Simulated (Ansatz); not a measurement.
Geometry optimisation, RKS BLYP/def2-SVP in Ansatz 0.2.0.

Input:

```yaml
crystal:
  periodic: [false, false, false]
  atoms:
    - { symbol: Zn, position_ang: [-0.753167, -0.032168, -0.580896] }
    - { symbol: Cl, position_ang: [0.362855, 0.207138, 2.662444] }
    - { symbol: Cl, position_ang: [0.904517, -0.028718, -1.946295] }
    - { symbol: Si, position_ang: [-2.746512, -0.008752, 0.640656] }
    - { symbol: H, position_ang: [-3.823704, -0.858862, 0.028673] }
    - { symbol: H, position_ang: [-2.553667, -0.535425, 2.047461] }
    - { symbol: H, position_ang: [-3.289053, 1.384604, 0.789397] }
    - { symbol: H, position_ang: [-0.937069, -0.127818, 2.593859] }
basis:
  gaussian: { orbitals: def2-SVP }
hamiltonian:
  xc: blyp
relax:
  f_tol: 0.03
  max_steps: 50
output:
  orbitals: {}
```

Run as:

```bash
$ ansatz run input.yaml --threads 2 --pin off --max-ram 3072MiB --backend cpu --events-out ev --progress --plain --runs-dir out
```

Task: Where does it end, and by what steps?

Result: It converged. The force dipped under the threshold on the way, but the program's further checks kept it going. After 8 steps the energy has fallen by 0.087 eV; H8 moved furthest, 0.74 Å.

```
step  energy less start (eV)  largest force component (eV/Å)  accepted
   0                  0.0000                           0.847       yes
   1                 -0.0256                           1.026       yes
   2                 -0.0499                           0.661       yes
   3                 -0.0563                           0.679       yes
   4                 -0.0793                           0.029       yes
   5                 -0.0829                           0.109       yes
   6                 -0.0843                           0.227       yes
   7                 -0.0866                           0.044       yes
   8                 -0.0869                           0.008       yes
```

```xyz
8
Properties=species:S:1:pos:R:3
Zn -0.820 -0.035 -0.443
Cl 0.676 0.210 2.256
Cl 0.976 -0.040 -1.629
Si -2.961 -0.024 0.564
H -3.988 -0.795 -0.217
H -2.905 -0.633 1.943
H -3.477 1.379 0.734
H -0.338 -0.061 3.027
```

Whether the end is a true minimum wasn't checked by a vibrational analysis.

The run took 17 s on 2 threads of Intel(R) Xeon(R) Platinum 8488C (Sapphire Rapids), on a shared host, peak memory 0.17 GiB.
